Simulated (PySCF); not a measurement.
## C₆ coefficients of unlike pairs at M06-L

Calculated with PySCF 2.14 from the dipole response of each species, C₆(A,B) = (3/π) ∫ α_A(iu) α_B(iu) du, in atomic units, from isotropic polarisabilities. For ions this is the dispersion term alone; charge-induced terms of lower order in 1/R come first.

```
species      configuration                                                                 basis      relativity  α (bohr³)  C₆ (like pair)
    C²⁺      [He] 2s2 (1S)                                                def2-TZVPPD (6s3p3d1f)            none      4.037           6.371
    Ar⁺  [Ne] 3s2 3p5 (2P)                                                aug-cc-pwCVDZ (6s5p3d)            none      6.975           32.93
    Nb⁺      [Kr] 4d4 (5D)  def2-TZVPPD with the def2 core potential (28 electrons) (6s4p3d2f1g)  core potential      28.81           182.4
```

Question: Estimate C₆ for Nb⁺ with Ar⁺.

Answer: The integral gives 72.57. The combination rule 2 C_A C_B / (C_A α_B/α_A + C_B α_A/α_B) gives 66.66 and the geometric mean 77.49.

No spin-orbit coupling is included.

The other pairs:

```
    pair     C₆
Ar⁺, C²⁺  14.03
Nb⁺, C²⁺  33.48
```
